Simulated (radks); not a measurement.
The numbers below are computed, except where a source is named.
Species: the selenium ion Se24+. Configuration: [Ne] (the NIST ground configuration). Level of theory: Dirac Kohn-Sham, PBE, spin-unpolarised, spherical densities, finite nucleus; Fermi nuclear charge, rms radius 4.14 fm (a radial shooting solver on a logarithmic mesh with Libxc functionals). Some entries of the table are withheld. Estimate them.

| orbital | occ. | eigenvalue (Ry) | <r> (bohr) | <1/r> (bohr^-1) |
|---|---|---|---|---|
| 1s1/2 | 2 | -1001.741 | 0.04405 | (1) |
| 2s1/2 | 2 | -196.2554 | 0.1919 | (2) |
| 2p1/2 | 2 | (3) | 0.1647 | (4) |
| 2p3/2 | 4 | (5) | 0.1683 | (6) |

Answer. 
(1) 1s1/2 <1/r> (bohr^-1): 34.58
(2) 2s1/2 <1/r> (bohr^-1): 7.836
(3) 2p1/2 eigenvalue (Ry): -185.0661
(4) 2p1/2 <1/r> (bohr^-1): 7.784
(5) 2p3/2 eigenvalue (Ry): -181.8648
(6) 2p3/2 <1/r> (bohr^-1): 7.548
